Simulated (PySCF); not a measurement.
**From a computed spectrum to the compound**

A species of 5 atoms with charge -1 has these harmonic modes (PBE, small Gaussian bases with core potentials, PySCF 2.14.0):

| cm⁻¹ | km/mol | symmetry |
| --- | --- | --- |
| 131 | 5.7 | a'' |
| 156 | 5.3 | a' |
| 242 | 3.3 | a' |
| 270 | 42.4 | a' |
| 288 | 21.8 | a' |
| 325 | 3.7 | a'' |
| 868 | 181.7 | a'' |
| 900 | 156.1 | a' |
| 928 | 58.0 | a' |

Q: Which species is it, and in which structure?

A: [ReO3Cl]− (doublet):
```xyz
5

Re    0.0000    0.2245   -0.0498
O     1.5228    0.0837   -0.9065
O     0.0000    1.7553    0.7898
O    -1.5228    0.0837   -0.9065
Cl    0.0000   -2.0794    0.7345
```
Ideal gas at 298.15 K and 1 bar: S = 350.4 J/(mol K), Cp = 84.1 J/(mol K), H − H(0 K) = 18.5 kJ/mol (rigid rotor, harmonic modes, spin degeneracy alone). Open shells may have lower solutions than the one found.
 The answer isn't unique; the calculation gave this one.
